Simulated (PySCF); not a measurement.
C2H5NO2Si, SMILES C1=N[SiH2]OCO1.

Geometry optimised at B3LYP-D3(BJ)/def2-SVP. This is a generated structure with no PubChem entry under its InChIKey; it may be hypothetical. Other conformers were not sampled.

All values below come from PySCF with B3LYP-D3(BJ)/def2-SVP.

Frequencies are harmonic and unscaled.

```tsv
mode	ν (cm⁻¹)	IR (km/mol)	moving atoms (share of kinetic energy)
1	157	2.8	O 45 %, H 22 %, N 19 %, Si 11 %
2	215	4.4	H 38 %, C 27 %, O 21 %, N 12 %
3	368	5.7	H 33 %, O 23 %, C 23 %, N 13 %
4	415	20.3	Si 27 %, O 26 %, N 20 %, C 15 %, H 13 %
5	522	9.0	O 60 %, C 22 %, N 10 %
6	692	104.4	H 65 %, Si 21 %, N 9 %
7	699	4.4	H 91 %
8	743	34.8	Si 34 %, O 31 %, H 13 %, N 12 %, C 10 %
9	756	36.7	N 38 %, Si 26 %, O 20 %, C 8 %, H 8 %
10	826	2.3	O 46 %, H 24 %, N 14 %, C 13 %
11	849	37.0	H 56 %, O 16 %, C 15 %
12	942	81.0	C 65 %, H 19 %, O 12 %
13	984	189.7	H 92 %
14	998	3.3	H 62 %, C 33 %
15	1110	229.3	C 43 %, O 34 %, H 19 %
16	1145	64.3	H 44 %, C 42 %, O 11 %
17	1220	332.5	O 47 %, C 35 %, H 14 %
18	1296	1.2	H 95 %
19	1404	2.1	H 87 %
20	1440	0.6	H 80 %, C 10 %
21	1502	3.5	H 91 %, C 8 %
22	1729	425.7	C 54 %, N 41 %
23	2242	137.1	H 97 %
24	2283	106.5	H 97 %
25	2974	67.6	H 94 %
26	3101	42.7	H 92 %, C 8 %
27	3131	28.0	H 91 %, C 9 %
```
